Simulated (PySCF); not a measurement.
H₁₀N₂Si₃, SMILES [SiH3][SiH2]N[SiH2]N. Geometry optimised at PBE0-D3(BJ)/def2-SVP. The structure was generated by enumeration, and PubChem lists no compound with its InChIKey, so it may never have been made. Other conformers were not sampled.

Computed equilibrium geometry at PBE0-D3(BJ)/def2-SVP (PySCF confirms it by a frequency run) as Cartesian coordinates in Å (one conformer of several):
```xyz
15

N     -2.8963     0.7634    -0.5322
Si    -2.0344    -0.4512     0.3359
N     -0.4118     0.0983     0.6382
Si     1.1096    -0.7229     0.4131
Si     2.5937     0.7043    -0.7163
H     -3.8901     0.8884    -0.3822
H     -2.6196     1.0478    -1.4647
H     -1.8457    -1.7710    -0.3458
H     -2.8539    -0.6637     1.5700
H     -0.3528     1.0356     1.0312
H      0.8517    -1.9478    -0.4026
H      1.7495    -1.1594     1.6986
H      2.7163     2.0003     0.0260
H      2.0766     1.0089    -2.0878
H      3.9602     0.1065    -0.8424
```
Charge 0, spin multiplicity 1.
